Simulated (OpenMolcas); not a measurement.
**What dynamic correlation does to the levels of Nb+**

```
Program             : OpenMolcas 26.06
Basis               : ANO-RCC-VTZP [7s6p4d2f1g]
Scalar Hamiltonian  : DKH2, point nucleus
Active space        : 4 electrons in 6 orbitals (4d 5s)
State averaging     : 2S+1 = 5 even, 15 roots; 2S+1 = 3 even, 102 roots kept (CI in the orbitals of an earlier block, 97 in the spin-orbit step); 2S+1 = 1 even, 84 roots kept (CI in the orbitals of an earlier block)
Spin-orbit coupling : state interaction with AMFI integrals over the reference wave functions, term energies averaged over their components
```

Methods on the same reference wave functions:
A. CASSCF
B. XMS-CASPT2, IPEA 0.25 Eh, imaginary shift 0.1 Eh (closed shells correlated: 4s 4p)

Energies in cm-1 above 4d4 5D0, the measured ground level; measured values from NIST Handbook of Basic Atomic Spectroscopic Data.

```tsv
Level	A	B	Measured
4d4 5D0	0.0	0.0	0.0
4d3 5s 5F1	45.6	1319	2357
4d4 5D1	157	174	159
4d3 5s 5F2	306	1580	2629
4d4 5D2	445	477	438
4d3 5s 5F3	689	1965	3030
4d4 5D3	829	866	801
4d3 5s 5F4	1184	2460	3543
4d4 5D4	1288	1314	1225
4d3 5s 5F5	1777	3050	4146
4d4 3P0(1)	7585	6120	5562
4d4 3P1(1)	8170	6780	6192
4d4 3P2(1)	9193	7930	7261
4d3 5s 3F2(1)	9417	7510	
4d3 5s 3F3(1)	9828	7990	
4d3 5s 3F4(1)	10324	8500	
4d3 5s 5P1	10708	10030	
4d3 5s 5P2	10993	10240	
4d3 5s 5P3	11319	10680	
4d3 5s 3G3	12104	11100	
4d3 5s 3G4	12363	11480	
4d4 3H4	12610	10700	
4d3 5s 3G5	12623	11820	
4d4 3H5	12929	11010
```

Deviations, from unrounded energies. A percentage is the sum of absolute deviations over the sum of measured energies, with the sign that they share, or ± where signs differ.

| Against measurement | Levels | A | B |
| --- | --- | --- | --- |
| mean absolute deviation (cm-1) | 12 | 1500 | 610 |
| fine structure of the ground term (%) | 4 | ±3.8 | +7.8 |
| other terms of the ground configuration (%) | 3 | +31.2 | +9.5 |
| other configurations (%) | 5 | -74.5 | -33.9 |

B lies closest to measurement on these levels. The largest miss of B in the table is 4d3 5s 5F5, by -1100 cm-1. The ranking rests on the paired levels alone, and a cruder setting can come out closer through cancelling errors.

From A to B the spin-free energies of the other terms of 4d4 shown, above 5D, scale by factors of 0.82 to 0.85, as is usual when dynamic correlation screens the repulsion within a d or f shell.

The lowest spin-free term lies below A's lowest term by 0.330 hartree in B.

Term energies are means over components that CASPT2 splits; among the terms shown or strongly mixed into the levels shown the widest spread is 1100 cm-1 (4d4 3H, B). Over all roots computed the reference weight is 0.81 to 0.92 in B; the roots of lowest weight are the least certain, and an intruder state may touch them. Some high roots are left out of the spin-orbit mixing, which shifts the levels that they would mix with. Terms from blocks run as CI alone lack orbitals of their own. Configurations are named by rounded mean occupations; where the s occupation lies near a half they are strongly mixed, a name can repeat and a true partner stay unpaired. A single d shell beside an s shell can misplace configurations of different d count against each other. Without dynamic correlation excited terms often stand tens of per cent too high (terms of higher spin than the ground term too low), and those without a measured partner can miss by more than the paired ones (holds for A). The CASPT2 spread within a term exceeds the gap to the next term for 4d4 3P(1) and 4d3 5s 3F(1), 4d3 5s 5P and 4d4 3H, 4d4 3H and 4d3 5s 3G, so the order of their levels is uncertain, and so are names and mixing where such terms share a J (holds for B). Measured partners are found by configuration, term and J. A level has none where our copy of the source lacks it or the pairing is in doubt (some pairs that miss far off the trend of their configuration count as doubtful), and it then counts in no deviation. Levels of configurations outside the active space are missing. Levels that lie high or do not pair safely by name in every column are left out.

A number in round brackets counts repeated terms of one configuration in the order of the reference energies.
